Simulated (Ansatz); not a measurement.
```yaml
crystal:
  periodic: [false, false, false]
  atoms:
    - {symbol: F, position_ang: [1.531090, -1.747784, 0.691667]}
    - {symbol: C, position_ang: [0.840575, -0.760029, 0.133343]}
    - {symbol: N, position_ang: [1.197753, -0.177164, -0.931596]}
    - {symbol: Si, position_ang: [-0.261065, 0.832500, -0.778196]}
    - {symbol: C, position_ang: [-0.438098, -0.267512, 0.753784]}
    - {symbol: H, position_ang: [0.008925, 2.271886, -0.551487]}
    - {symbol: H, position_ang: [-1.253122, 0.647615, -1.863437]}
    - {symbol: H, position_ang: [-1.230165, -1.016367, 0.785144]}
    - {symbol: H, position_ang: [-0.307493, 0.170655, 1.743779]}
basis:
  gaussian: {orbitals: aug-cc-pVTZ}
hamiltonian: {xc: {name: wB97X-D}, dispersion: d3bj}
```

```sh
$ ansatz run in.yaml --threads 2 --pin off --events-out ev --progress --plain --max-ram 4352MiB
```

It prints (some lines left out):

```
Error: YAML parse error: error: line 15 column 19: hamiltonian.xc: no functional is named "wB97X-D"; the names, which are not case-sensitive, are SVWN5, SPW92, PBE, PBE0, PBEsol, revPBE, revPBE0, RPBE, rPW86-PBE, HSE06, wPBEh, LC-wPBE, HISS, HF, BLYP, B3LYP, B3LYP5, BHLYP, CAM-B3LYP, r2SCAN, r2SCANh, r2SCAN0, r2SCAN50, m-r2SCAN, B97, wB97, wB97X, wB97X-V, B97M-V, wB97M-V, B2PLYP, B2GP-PLYP, PBE0-DH, PBE-QIDH
13 | basis:
14 |   gaussian: {orbitals: aug-cc-pVTZ}
15 | hamiltonian: {xc: {name: wB97X-D}, dispersion: d3bj}
```

Question: What is wrong with this run?

Answer: The method's name isn't one that the program takes here. The input was rejected before any iteration.

HSE06 is defined as in plane-wave codes.
